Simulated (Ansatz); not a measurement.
H$_{2}$FNSe (SMILES N[Se]F), singlet, at a GFN2-xTB geometry, with bond 2-1 at 2.4 times its length; SC-NEVPT2/6-31G, CASSCF(2,4) run with Ansatz (a quantum-chemistry and plane-wave program).

Here is a job for Ansatz.
Ansatz 0.2 input:
```yaml
crystal:
  periodic: [false, false, false]
  atoms:
    - {symbol: Se, position_ang: [0.05217282, -0.03863285, 0.42023329]}
    - {symbol: F, position_ang: [0.30018613, 3.55637822, -2.26864600]}
    - {symbol: N, position_ang: [-0.33136886, -1.28879333, -0.76628674]}
    - {symbol: H, position_ang: [0.39303948, -1.54177508, -1.42626823]}
    - {symbol: H, position_ang: [-1.24693869, -1.25675054, -1.19645873]}
basis:
  gaussian:
    orbitals: 6-31G
magnetization: {spin_polarized: false}
correlation: {method: sc_nevpt2, electrons: all, active_space: {window: {electrons: 2, orbitals: 4}}}
```

Write the output that Ansatz gives for this input, abridged.


```
Functional definition: HF
523 factors; integrals over basis functions are off by at most 5.9e-4 eV
mean field evaluation 1: about -69500.0950 eV, gradient 4.3e1 eV
mean field evaluation 2: about -69500.0965 eV, gradient 4.3e1 eV
mean field evaluation 4: about -69502.2469 eV, gradient 2.3e1 eV
mean field evaluation 8: about -69503.5224 eV, gradient 2.5e0 eV
mean field evaluation 16: about -69503.7996 eV, gradient 1.6e0 eV
mean field evaluation 32: about -69503.7915 eV, gradient 3.3e-1 eV
mean field -69503.80485513 eV, -2554.2177170550 hartree, gradient 2.1e-6 eV, S^2 0.000000; 2 other end points of the search recorded, 0 dependent functions left out; unrestricted orbitals would lower it
reference -69503.80485513 eV, -2554.2177170550 hartree; 26, 26 occupied and 25, 25 virtual orbitals, 523 factors
state -69508.97659663 eV, -2554.4077750496 hartree
state -69508.97659663 eV, -2554.4077750496 hartree; corrected -69520.86957608 eV, -2554.8448339832 hartree
1 active orbitals were swapped for others, from the solution at -69508.97658397 eV, -2554.4077745843 hartree to that at -69508.97659628 eV, -2554.4077750367 hartree; typed "places" are swapped only where nearly empty or full, and so, without "given_window_search", are "orbital_numbers", "shells" and a window whose orbitals a file names under [Active]
WARN: 2 active orbitals are nearly empty or full. The corrections depend on them more than the energy does, and are more stable in an active space without them
Total energy: -69520.86957608 eV, -2554.8448339832 hartree
```
